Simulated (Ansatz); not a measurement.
Calculated with Ansatz (gas phase, PBE0-D4/def2-TZVP geometries, no zero-point term in ΔE). CCSD(T)/CBS adds triple-zeta CCSD(T) − MP2 to the extrapolated MP2 energy (def2 sets, frozen cores). This one scheme is used for every species. Functionals use def2-TZVPP. B3LYP here is the variant with VWN-RPA as its local correlation; programs differ in this. Each species was taken in one conformer, which may not be the lowest.

Consider the cleavage of the Si–Al bond: `C[CH2][AlH][SiH3]` + H–F → `F[SiH3]` + `C[CH2][AlH2]`.

`C[CH2][AlH][SiH3]`:

Cartesian coordinates in Å:
```
C 1.637 0.331 -0.672
C 0.961 -1.037 -0.608
Al -0.835 -1.092 0.177
Si -1.861 0.989 1.003
H 1.054 1.042 -1.264
H 2.634 0.280 -1.119
H 1.753 0.771 0.323
H 0.891 -1.479 -1.611
H 1.583 -1.747 -0.045
H -1.607 -2.483 0.271
H -1.009 1.622 2.054
H -3.220 0.810 1.588
H -1.983 1.993 -0.096
```

H–F:

Z-matrix (Å, degrees):
```
F
H 1 0.920
```

`F[SiH3]`:

Cartesian coordinates in Å:
```
F -1.055 -0.204 -1.130
Si 0.027 0.005 0.029
H 0.614 -1.314 0.364
H -0.658 0.585 1.208
H 1.073 0.928 -0.471
```

`C[CH2][AlH2]`:

Cartesian coordinates in Å:
```
C -1.026 -0.852 0.003
C -0.074 0.173 -0.612
Al 1.329 0.890 0.551
H -1.777 -1.200 -0.712
H -1.563 -0.439 0.861
H -0.491 -1.734 0.366
H -0.637 1.030 -1.007
H 0.421 -0.248 -1.498
H 2.366 1.953 -0.023
H 1.450 0.427 2.070
```

```
        level  ΔE (kJ/mol)
    r2SCAN-D4       -116.1
     B3LYP-D4       -121.2
       B2PLYP       -129.3
HF/def2-QZVPP       -155.8
```

Q: What does CCSD(T)/CBS give? (Best estimate.)

A: Ansatz gave: -116.9 kJ/mol. The listed levels differ from it by 0.8, -4.3, -12.4, -38.9 kJ/mol.

Largest T1 diagnostic among the species: 0.011.

From PBE to PBE0 (25 % exact exchange), in def2-TZVPP and without D4, ΔE moves by −5.2 kJ/mol. In def2-TZVPP, CCSD(T) changes the Hartree–Fock value by +36.4 kJ/mol (the triples alone add +4.6 kJ/mol) and MP2 by +28.5 kJ/mol. The D4 term adds +7.8 kJ/mol with B3LYP and +4.7 kJ/mol with PBE0; it sums over pairs of atoms, weighted by their polarisabilities, and B3LYP, whose exchange is more repulsive, gets the larger term.
